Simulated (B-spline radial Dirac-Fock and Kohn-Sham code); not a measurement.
**Muonic isotope shifts in neodymium**

These are calculated numbers from an atomic code on a B-spline grid; the model is the Dirac equation of a negative muon with reduced mass in the field of a spherical finite nucleus, with the Uehling potential to all orders; nuclear polarisation, deformation, hyperfine structure, self-energy, higher-order vacuum polarisation, relativistic recoil and electron screening are left out. Nuclear charge: Fermi distribution (skin thickness 2.3 fm); radii from Angeli and Marinova (2013). Reference ¹⁴¹Nd, radius 4.9057 fm: 2p3/2 → 1s1/2 4356 keV, 3d5/2 → 2p3/2 1403 keV.

| A | radius (fm) | δ⟨r²⟩ (fm²) | shift 2p3/2 → 1s (keV) | shift 3d5/2 → 2p3/2 (keV) |
| --- | --- | --- | --- | --- |
| 132 | 4.9174 | +0.115 | -6.72 | -0.33 |
| 134 | 4.9128 | +0.070 | -4.10 | -0.21 |
| 135 | 4.9086 | +0.028 | -1.70 | -0.11 |
| 136 | 4.9111 | +0.053 | -3.11 | -0.16 |
| 137 | 4.908 | +0.023 | -1.34 | -0.08 |
| 138 | 4.9123 | +0.065 | -3.77 | -0.17 |
| 139 | 4.9076 | +0.019 | -1.10 | -0.06 |
| 140 | 4.9101 | +0.043 | -2.51 | -0.10 |
| 142 | 4.9123 | +0.065 | -3.73 | -0.14 |
| 143 | 4.9254 | +0.194 | -11.14 | -0.42 |
| 144 | 4.9421 | +0.358 | -20.56 | -0.78 |
| 145 | 4.9535 | +0.471 | -26.97 | -1.03 |
| 146 | 4.9696 | +0.631 | -36.00 | -1.38 |
| 148 | 4.9999 | +0.933 | -52.93 | -2.05 |
| 150 | 5.04 | +1.336 | -75.19 | -2.95 |
